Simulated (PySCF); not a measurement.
Polarisability and C₆ of Co (cobalt, neutral)

[Ar] 3d7 4s2, high-spin 4F determinant. Calculation: PySCF 2.14, in aug-cc-pwCVTZ (10s9p7d4f3g, 127 functions); no relativity, point nucleus. Coupled (time-dependent) response in atomic units; α is the mean over directions.

```csv
method,mean α (bohr³),C₆ (like pair),S(−4)
UHF,73.73,680.1,3728
PBE,55.18,466.0,1638
```

S(−4) is the Cauchy moment in α(ω) = α(0) + S(−4) ω² + …

Reference α: 55 ± 4 bohr³ (recommended; Schwerdtfeger and Nagle, table of static dipole polarizabilities (2023 update)). Published C₆: 408.0 (Chu and Dalgarno (2004); Tang, Norbeck and Certain (1976)).

Hartree-Fock lies above the reference because it lacks correlation, which contracts the outer shell.

α(iu) at UHF:

```tsv
u (hartree)	α(iu) (bohr³)
0	73.73
0.0500	66.27
0.100	52.43
0.200	29.98
0.300	18.42
0.500	9.186
0.750	5.279
1.00	3.617
1.50	2.157
2.00	1.493
3.00	0.8712
5.00	0.4185
```
